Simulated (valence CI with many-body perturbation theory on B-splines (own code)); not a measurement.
# Valence orbitals of In¹⁶⁺

Level of theory: relativistic CI+MBPT: five valence electrons over a frozen Dirac-Fock core [Ar] 3d10, a basis of 9 s, 9 p, 8 d, 6 f, 3 g, 1 h functions for each j, with the one-electron correlation potential Σ1, the two-electron term Σ2, the three-electron term Σ3, Breit, model QED; selected CI, second order for the rest (own B-spline code, finite nucleus).

No measured levels were compared; by estimate levels hold to about 250 cm⁻¹ or 0.2 % of their energy and the worst to 1 %, as in measured heavy ions of charge 2 to 7; those with d or f electrons hold less well. Among the levels kept, up to 310 cm⁻¹ of a level comes from second order outside the variational space, and about a tenth of that is noise between levels of different J, which matters for small intervals.

These are the spectroscopic orbitals of the CI (the correlating ones are not listed), shaped by the core and the other valence electrons. h is the expectation value of the core's Dirac-Fock operator, without the valence repulsion; Σ1 is computed up to l = 3 at one energy for each symmetry, that of its lowest orbital but kept below the first core excitation, so for empty shells it is not the orbital's own correlation shift; Breit and QED include the response of the core.

```csv
Orbital,h (hartree),Σ1 (cm⁻¹),Breit (cm⁻¹),QED (cm⁻¹),⟨r⟩ (bohr)
4s1/2,-21.724,-11281,1869,1431,0.7675
5s1/2,-12.406,-3548,741,570,1.377
6s1/2,-8.0261,-1603,361,281,2.171
7s1/2,-5.6221,-879,206,160,3.135
4p1/2,-20.136,-10966,2856,-67.4,0.7879
5p1/2,-11.665,-3529,1140,-26.4,1.431
6p1/2,-7.6313,-1654,578,-13.3,2.250
7p1/2,-5.3866,-924,335,-7.7,3.242
4p3/2,-19.751,-10229,1780,70.1,0.8052
5p3/2,-11.496,-3362,714,28.4,1.454
6p3/2,-7.5416,-1590,378,14.6,2.278
7p3/2,-5.3335,-893,220,8.5,3.275
4d3/2,-17.148,-9769,944,-79.2,0.8427
5d3/2,-10.293,-3389,401,-32.5,1.552
6d3/2,-6.8965,-1694,216,-17.3,2.424
4d5/2,-17.073,-9563,508,-40.2,0.8475
5d5/2,-10.259,-3329,211,-16.4,1.558
6d5/2,-6.8779,-1665,114,-8.6,2.431
4f5/2,-14.327,-8323,162,-23.6,0.8756
5f5/2,-9.0537,-2944,83.2,-12.6,1.648
4f7/2,-14.319,-8214,-8.5,-16.0,0.8766
5f7/2,-9.0487,-2900,-4.5,-8.7,1.649
5g7/2,-8.5998,,0.8,-1.2,1.569
5g9/2,-8.5981,,-3.1,0.3,1.570
```

Among the shells of the start configuration 4s2 4p3, Σ1 is largest in size for 4s1/2, where it is 0.24 % of h.

Lowest root of each symmetry, sizes in configuration state functions:

| J | Parity | Roots | Reference | Variational | Second order | Change by selected CI (cm⁻¹) | Change by second order (cm⁻¹) |
| --- | --- | --- | --- | --- | --- | --- | --- |
| 1/2 | even | 8 | 56 | 39995 | 702522 | -9810 | -27 |
| 3/2 | even | 11 | 91 | 40000 | 1495412 | -9219 | -105 |
| 5/2 | even | 10 | 98 | 39996 | 1822869 | -8795 | -169 |
| 7/2 | even | 5 | 75 | 39985 | 1526568 | -12294 | -156 |
| 9/2 | even | 2 | 47 | 35913 | 1330567 | -13793 | -78 |
| 1/2 | odd | 4 | 35 | 39998 | 582550 | -13498 | -28 |
| 3/2 | odd | 7 | 55 | 39999 | 1155515 | -11918 | -43 |
| 5/2 | odd | 3 | 49 | 39999 | 1313249 | -12434 | -72 |
| 7/2 | odd | 2 | 34 | 39976 | 1277286 | -13140 | -155 |
| 9/2 | odd | 2 | 16 | 37219 | 1263852 | -12856 | -88 |
